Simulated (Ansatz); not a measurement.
`[OH][Hf]([SH])([SH])[SH]` + H₂S → `[SH][Hf]([SH])([SH])[SH]` + H₂O  (ligand exchange at the Hf–O bond)

Program: Ansatz. Geometries: PBE0-D4/def2-TZVP. ΔE: electronic, gas phase. CCSD(T)/CBS adds triple-zeta CCSD(T) − MP2 to the extrapolated MP2 energy (def2 sets, frozen cores). This one scheme is used for every species. Functionals use def2-TZVPP. HSE06 is defined as in plane-wave codes. def2 core potentials past Kr. For Hf outer-core shells are correlated without core-valence functions, which leaves a few kJ/mol of doubt a bond. One conformer a species, not always the lowest.

| level | ΔE (kcal/mol) | difference from CCSD(T)/CBS |
| --- | --- | --- |
| r2SCAN-D4 | 11.2 | 0.7 |
| r2SCANh-D4 | 11.0 | 0.5 |
| r2SCAN0-D4 | 10.9 | 0.4 |
| BHLYP-D4 | 12.3 | 1.8 |
| PBE0 | 10.6 | 0.1 |
| HSE06 | 10.5 | 0.0 |
| BHLYP | 14.0 | 3.5 |
| MP2/def2-TZVPP | 9.7 | -0.8 |
| CCSD(T)/def2-TZVPP | 11.4 | 0.9 |
| HF/CBS(def2) | 15.3 | 4.8 |
| CCSD(T)/CBS | 10.5 | 0 |

Largest T1 diagnostic among the species: 0.017.

At CCSD(T), def2-SVP lies +5.4 kcal/mol from the extrapolated value and def2-TZVPP +0.9 kcal/mol. In def2-TZVPP, CCSD(T) changes the Hartree–Fock value by −3.9 kcal/mol (the triples alone add −1.2 kcal/mol) and MP2 by −5.6 kcal/mol.
